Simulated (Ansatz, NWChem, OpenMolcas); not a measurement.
**CBrCl2F (SMILES FC(Cl)(Cl)Br): the atomisation enthalpy at 298 K, rung by rung**

CBrCl2F: 5 atoms, total charge 0, spin state singlet. As SMILES, `FC(Cl)(Cl)Br`. The shape is that of a PBE0-D4/def2-TZVP optimisation.

Each level gives the atomisation enthalpy at 298 K (kJ/mol). The values are calculated. The thermal term (zero-point and 298 K enthalpy, harmonic and unscaled) is that of PBE0-D4/def2-TZVP; the spin-orbit lowering of the free atoms at 298 K, 22.9 kJ/mol by their spectra, is taken off.

**The experiment to reproduce.** Active Thermochemical Tables gives the atomisation enthalpy at 298 K of the gas as 1391 kJ/mol.

| level | kind | program | value (kJ/mol) | computed − measured | CPU time (all runs) |
| --- | --- | --- | --- | --- | --- |
| HF/cc-pVDZ | Hartree–Fock | Ansatz | 727 | -664 | 4.3 s |
| revPBE/cc-pVDZ | GGA | NWChem | 1352 | -39 | 1.8 min |
| M06-L/cc-pVDZ | meta-GGA | OpenMolcas | 1350 | -41 | 59 s |
| B3LYP/cc-pVDZ | global hybrid | OpenMolcas | 1295 | -96 | 41 s |
| r2SCAN0/cc-pVDZ | hybrid meta-GGA | Ansatz | 1302 | -89 | 27 s |
| HSE06/cc-pVDZ | range-separated hybrid | Ansatz | 1366 | -25 | 14 s |
| B2PLYP/cc-pVDZ | double hybrid | NWChem | 1276 | -115 | 2.1 min |
| MP3/cc-pVDZ | perturbation theory | NWChem | 1164 | -227 | 4.5 min |
| CCSD(T)/cc-pVDZ | coupled cluster or CI | NWChem | 1190 | -201 | 6 min |

Nearest: HSE06/cc-pVDZ (-25 kJ/mol); farthest: HF/cc-pVDZ (-664 kJ/mol). Computed less measured by kind, in kJ/mol (cc-pVDZ rows): Hartree–Fock -664; GGA -39; meta-GGA -41; global hybrid -96 to -89; range-separated hybrid -25; double hybrid -115; perturbation theory -227; coupled cluster or CI -201. Wave-function methods converge slowly with the basis and bind too weakly in sets of this size; that is part of their error here. All-electron rows without a relativistic Hamiltonian named are non-relativistic. In the correlated wave-function rows the outer d shell of Br is correlated, in sets not made for it. Times are those of the runs behind each value, whatever else they computed, on shared processors of several kinds: orders of magnitude only.
